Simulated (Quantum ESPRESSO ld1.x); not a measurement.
Results of a calculation; reference values are marked as such.
One sound ld1.x (Quantum ESPRESSO 7.5) input for neutral caesium gives E = -7787.631 hartree in 23 iterations:

```
 &input
    zed=55.0,
    iswitch=1,
    rel=1,
    dft='BLYP',
    config='[Xe] 6s1',
    prefix='ld1',
    max_out_wfc=37,
    file_charge='ld1.rho',
 /
```

Changed or added lines, one case at a time, and what came of them:

- rel=2 lsd=1: refused. The program stops in ld1_readin with "local spin density and spin-orbit not allowed": spin polarisation goes with rel = 0 or 1 alone.
- beta=0.95: harmless. The Broyden-type mixing copes: 13 iterations against 23, same energy.
- atom='Jo' (without zed): crashed. The symbol names no element; the program warns, takes a nuclear charge of zero and dies without a result.
- config='[Xe] 6s1 8s1': refused. The program stops in el_config with "wrong main quantum number": the config string takes n from 1 to 7 alone.
- dft='HF': refused. The program stops in ld1_setup with "HF not implemented yet": ld1.x has no Hartree-Fock; KLI and OEP are its exact-exchange options.
- rel=2 cau_fact=39.06: crashed. The program stops in dirsol with "no classical turning point found": with c below Z the Dirac equation of a point nucleus has no 1s solution.
- config='[Xe] 6s1 7p4': spurious. The string holds 59 electrons for Z = 55, so the species has charge -4 and is not the one meant. The equations of the added shell fail (the log warns of at least one error in the KS equations), so the printed solution is spurious even though the residual is small.
